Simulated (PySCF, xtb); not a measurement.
Ga(I)2(OH) (GaHI2O), SMILES [OH][Ga]([I])[I].

GFN2-xTB (xtb 6.7.1) at its own geometry gives an orbital gap of 3.77 eV and a dipole moment of 3.63 D.

The structure is a stationary point at B3LYP-D3(BJ)/def2-SVP. The def2 effective core potentials stand for the cores of I; spin–orbit coupling is left out. The values are those of a single conformer.

Question: What does PBE/def2-TZVP in PySCF give? (The exact figures need the calculation; the answer reports its results.)

Answer: gap 3.74 eV (levels -6.73 and -2.99 eV), dipole 1.07 D.
